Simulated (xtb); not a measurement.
B(F)(Et)(NH2) (C2H7BFN), SMILES CCB(N)F. All values are semi-empirical tight-binding results from xtb (GFN2-xTB unless named), good for trends rather than for accurate numbers. Geometry: GFN2-xTB. The values are those of a single conformer.

Optimised geometry:

```xyz
12

B     -0.1994     0.4293     0.3608
F     -1.5123     0.4373     0.6380
C      0.2999     0.0535    -1.1044
C      0.5893    -1.4482    -1.2402
H      1.2062     0.6045    -1.3623
H     -0.4591     0.3222    -1.8406
H     -0.3045    -2.0266    -1.0199
H      1.3705    -1.7517    -0.5466
H      0.9139    -1.6876    -2.2509
N      0.6537     0.7322     1.4106
H      0.3161     0.9439     2.3343
H      1.6539     0.7552     1.3331
```

The geometry has at least one imaginary mode, so it is a saddle point at that level.

```
Property                                       Result
--------------------------------------  -------------
orbital gap                                   6.38 eV
dipole moment                                  2.68 D
static polarisability (D4 model)           49.4 bohr³
solvation energy, GFN2-xTB/ALPB(water)  -4.8 kcal/mol
solvation energy, GFN2-xTB/ALPB(dmf)    -6.8 kcal/mol
```

Question: Give the IR lines (harmonic; lines under 4 % of the strongest left out, lines within 3 cm⁻¹ merged). (Estimate from the structure and the level; the computed values follow.)

Answer: ν (cm⁻¹): 539 (w), 589 (vs), 781 (w), 838 (w), 997 (w), 1021 (w), 1219 (vs), 1247 (m), 1303 (m), 1379 (vs), 1526 (vs), 2980 (m), 2997 (w), 3021 (m), 3029 (m), 3040 (w) (against the strongest line: vs over 80 %, s over 45 %, m over 15 %, w over 4 %, vw less)

Computed atomic charges and the Wiberg bond orders between heavy atoms:
charges (e) B1 0.39, F2 -0.31, C3 -0.15, C4 -0.10, H5 0.03, H6 0.04, H7 0.04, H8 0.03, H9 0.03, N10 -0.34, H11 0.18, H12 0.17. Bond orders B1–F2 1.00, B1–C3 0.98, C3–C4 1.00, B1–N10 1.35.
